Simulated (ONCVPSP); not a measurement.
Debugging a pseudopotential input (bromine (Br), ONCVPSP 4.0.1)

Command:

```bash
oncvpsp.x < Br.dat > Br.out
```

Input:

```
# ATOM AND REFERENCE CONFIGURATION
# atsym  z   nc   nv     iexc    psfile
  Br 35.00    3    5        4      upf
#
#   n    l    f
    1    0    2.00
    2    0    2.00
    2    1    6.00
    3    0    2.00
    3    1    6.00
    3    2   10.00
    4    0    2.00
    4    1    5.00
#
# PSEUDOPOTENTIAL AND OPTIMIZATION
# lmax
    3
#
#   l,   rc,      ep,       ncon, nbas, qcut
    0    0.70    0.00    4    8   18.30
    1    0.85    0.00    4    8   13.60
    2    1.10    0.00    4    9   12.70
    3    0.90    0.15    2    8   14.30
#
# LOCAL POTENTIAL
# lloc, lpopt,  rc(5),   dvloc0
    4    5    0.45    0.00
#
# VANDERBILT-KLEINMAN-BYLANDER PROJECTORs
# l, nproj, debl
    0    2    2.90
    1    3    3.00
    2    3    2.50
    3    1    0.30
#
# MODEL CORE CHARGE
# icmod, fcfact, rcfact
    1    0.55    0.00
#
# LOG DERIVATIVE ANALYSIS
# epsh1, epsh2, depsh
  -10.00    5.00    0.04
#
# OUTPUT GRID
# rlmax, drl
    6.00    0.01
#
# TEST CONFIGURATIONS
# ncnf
    4
# nvcnf
#   n    l    f
    5
    3    0    2.00
    3    1    6.00
    3    2   10.00
    4    0    2.00
    4    1    4.00
#
    5
    3    0    2.00
    3    1    6.00
    3    2   10.00
    4    0    2.00
    4    1    3.00
#
    5
    3    0    2.00
    3    1    6.00
    3    2   10.00
    4    0    2.00
    4    1    2.00
#
    5
    3    0    2.00
    3    1    6.00
    3    2   10.00
    4    0    2.00
    4    1    1.00
#
```

This is an input that runs to its end, with one change: ncon of l = 3 set to 2.

Question: How does the run end?

Answer: The program refuses the input: "test_data: must have 3 <= ncon <= 5, l= 3".

```
ONCVPSP  (Optimized Norm-Conservinng Vanderbilt PSeudopotential)
scalar-relativistic version 4.0.1

test_data: must have 3 <= ncon <= 5, l=   3
test_data: must have ncon+2 <= nbas <= ncon+5, l=   3
ERROR: test_data found   2 ERROR; stopping
```
